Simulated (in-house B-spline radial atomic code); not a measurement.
RPA and G0W0 for Ba⁸⁺, [Kr] 4d10 5s2, as one setting changes: the share of exact exchange in the PBE hybrid start. A dash marks a level of low quasi-particle weight. Computed with an all-electron radial atomic-structure program (B-spline basis): all electrons, scalar-relativistic (spin-free one-electron X2C), finite nucleus, each spin shell either full or empty, empty states to l = 9 with an (l + 1/2)⁻⁴ tail; G0W0 by contour deformation at full frequency.

```
share of exact exchange in the PBE hybrid start  mean-field level (eV)  G0W0 level (eV)  RPA correlation (Eh)
                                              0                -124.45       5s -131.65               -3.9829
                                            0.1                -124.98       5s -131.61               -3.9515
                                            0.2                -125.51       5s -131.56                -3.921
                                            0.3                -126.04       5s -131.52               -3.8914
                                            0.4                -126.57       5s -131.47               -3.8626
                                            0.5                      ?                ?                     ?
                                            0.6                      ?                ?                     ?
                                            0.7                -128.15       5s -131.35               -3.7806
                                            0.8                -128.68       5s -131.31               -3.7546
                                            0.9                -129.20       5s -131.27               -3.7293
                                              1                -129.72       5s -131.24               -3.7045
```

(1) What belongs in the row for 0.6?

(2) What belongs in the row for 0.5?

Results:

(1) mean-field level (eV): -127.63; G0W0 level (eV): 5s -131.39; RPA correlation (Eh): -3.8073.

(2) mean-field level (eV): -127.10; G0W0 level (eV): 5s -131.43; RPA correlation (Eh): -3.8346.
